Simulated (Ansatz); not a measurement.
Input file for Ansatz (a first-principles code): R-B97M-V/def2-TZVPP on H10Si4 (SMILES [SiH3][SiH]([SiH3])[SiH3]).

Ansatz 0.2 input:
```yaml
crystal:
  periodic: [false, false, false]
  atoms:
    - {symbol: Si, position_ang: [-0.00928666, 2.08411104, -0.75099671]}
    - {symbol: Si, position_ang: [0.06186118, 0.19737260, 0.63705789]}
    - {symbol: Si, position_ang: [1.89899428, -1.13911548, 0.06241474]}
    - {symbol: Si, position_ang: [-1.91768061, -1.03427369, 0.40055303]}
    - {symbol: H, position_ang: [1.23488190, 2.88140597, -0.62228194]}
    - {symbol: H, position_ang: [-0.14625670, 1.64645629, -2.16172305]}
    - {symbol: H, position_ang: [-1.16622505, 2.94733109, -0.40960690]}
    - {symbol: H, position_ang: [0.19930939, 0.63609085, 2.05253237]}
    - {symbol: H, position_ang: [3.16673492, -0.38163713, 0.20118590]}
    - {symbol: H, position_ang: [1.76160937, -1.57605734, -1.34849129]}
    - {symbol: H, position_ang: [1.96627064, -2.34347258, 0.92566118]}
    - {symbol: H, position_ang: [-1.89775143, -2.23733608, 1.26798616]}
    - {symbol: H, position_ang: [-3.09815487, -0.20954938, 0.75623204]}
    - {symbol: H, position_ang: [-2.05430635, -1.47122616, -1.01042342]}
basis:
  gaussian:
    orbitals: def2-TZVPP
hamiltonian:
  xc: {name: B97M-V}
scf: {lower_state_search: off}
```

The log:

```
WARN ansatz: RAYON_NUM_THREADS=4 ignored (pool sized by the plan → 4); use --threads N
Functional definition: B97M-V
these checks for a lower state are left out or cut short: stability, starts, cluster_reference, orbital_swaps, neighbouring_geometries, increment
integrals: 0.38 GiB planned
1742 factors; their error is unknown
mean field: 2.34 GiB planned
mean field evaluation 1: about -31664.8307 eV, gradient 1.8e1 eV
mean field evaluation 2: about -31666.0213 eV, gradient 9.7e0 eV
mean field evaluation 4: about -31666.3372 eV, gradient 1.1e0 eV
mean field evaluation 8: about -31666.2863 eV, gradient 2.1e-1 eV
mean field evaluation 16: about -31666.2864 eV, gradient 8.8e-5 eV
mean field -31666.28637072 eV, -1163.7145599441 hartree, gradient 9.1e-6 eV, S^2 0.000000; 0 other end points of the search recorded, 0 dependent functions left out
reference -31666.28646144 eV, -1163.7145632781 hartree; 33, 33 occupied and 275, 275 virtual orbitals, 1742 factors
Total energy: -31666.28646144 eV, -1163.7145632781 hartree
Checks for a lower state left out: stability, starts, cluster_reference, orbital_swaps, neighbouring_geometries, increment
```

The calculation finished and met its thresholds.

Cost: around 10 core-seconds (rough).
